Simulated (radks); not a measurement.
Nd+, configuration [Xe] 4f4 6s1. Calculated with a radial shooting solver on a logarithmic mesh with Libxc functionals: Dirac Kohn-Sham, LDA (Slater exchange, Perdew-Wang correlation), spin-unpolarised, spherical densities, finite nucleus; open shells are shared between the two j in proportion to 2j + 1; Fermi nuclear charge, rms radius 4.9123 fm.

Unscreened Slater integrals over Kohn-Sham orbitals (cm^-1). Large and small components are both included.

\begin{tabular}{lr}
integral & value \\ \hline
F0(4f7/2,4f7/2) & 188280 \\
F2(4f7/2,4f7/2) & 85141 \\
F4(4f7/2,4f7/2) & 52623 \\
F6(4f7/2,4f7/2) & 37641 \\
F0(4f7/2,4f5/2) & 189740 \\
F2(4f7/2,4f5/2) & 85906 \\
F4(4f7/2,4f5/2) & 53115 \\
G2(4f7/2,4f5/2) & 85773 \\
G4(4f7/2,4f5/2) & 53036 \\
G6(4f7/2,4f5/2) & 37943 \\
F0(4f7/2,6s1/2) & 64031 \\
G3(4f7/2,6s1/2) & 3306.6 \\
F0(4f7/2,5p3/2) & 130980 \\
F2(4f7/2,5p3/2) & 48343 \\
G2(4f7/2,5p3/2) & 29282 \\
G4(4f7/2,5p3/2) & 21696 \\
F0(4f5/2,4f5/2) & 191220 \\
F2(4f5/2,4f5/2) & 86692 \\
F4(4f5/2,4f5/2) & 53621 \\
F0(4f5/2,6s1/2) & 64116 \\
G3(4f5/2,6s1/2) & 3198.3 \\
F0(4f5/2,5p3/2) & 131520 \\
F2(4f5/2,5p3/2) & 48166 \\
G2(4f5/2,5p3/2) & 28828 \\
G4(4f5/2,5p3/2) & 21422 \\
F0(6s1/2,6s1/2) & 49769 \\
F0(6s1/2,5p3/2) & 61438 \\
G1(6s1/2,5p3/2) & 5287.7 \\
F0(5p3/2,5p3/2) & 112670 \\
F2(5p3/2,5p3/2) & 60427 \\
\end{tabular}
